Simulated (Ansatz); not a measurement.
System: C4H11Ge, net charge 0, doublet state. It need not be the lowest isomer of its formula. 
Coordinates optimised at B3LYP-D3(BJ)/def2-TZVP (Ansatz, an electronic-structure program):
SMILES: C[CH]C[CH2][GeH3]
```xyz
16

C      3.7862    -0.1564     0.0359
C      2.4930     0.4854     0.3837
C      1.1983    -0.1814     0.0776
C     -0.0217     0.7282     0.2449
Ge    -1.7298    -0.1676    -0.1609
H      3.7878    -0.5222    -0.9968
H      4.6276     0.5273     0.1557
H      3.9918    -1.0346     0.6683
H      2.4873     1.3397     1.0507
H      1.0769    -1.0714     0.7191
H      1.2305    -0.5823    -0.9442
H      0.0663     1.6005    -0.4064
H     -0.0758     1.1034     1.2697
H     -1.9316    -1.3760     0.7755
H     -2.9131     0.8020     0.0218
H     -1.7278    -0.6773    -1.6162
```
Charge 0, spin multiplicity 2.

Computed values are from Ansatz. Cores are frozen in the correlated levels unless marked. Open shells are spin-unrestricted. Spin-orbit coupling is left out. Frozen are the shells of the preceding noble gas and the d and f shells that filled before the atom's block. No relativistic terms. CBS marks a two-point X^-3 extrapolation of the correlation energy; Hartree-Fock from the larger set. [CCSD(T)-MP2]/basis is that difference in the basis named.

**Question.** What is the atomisation energy De at RI-MP2/CBS(cc-pVTZ,cc-pVQZ)+[CCSD(T)-MP2]/cc-pVTZ?

**Answer.** 1370.8 kcal/mol.

**Question.** What is the T1 diagnostic at CCSD/cc-pVTZ?

**Answer.** 0.011.

**Question.** What is the total energy at RI-MP2/CBS(cc-pVTZ,cc-pVQZ)+[CCSD(T)-MP2]/cc-pVTZ?

**Answer.** -2234.2858 Eh.

**Question.** What is the dipole moment at CCSD(T)/aug-cc-pVDZ?

**Answer.** 0.80 D.
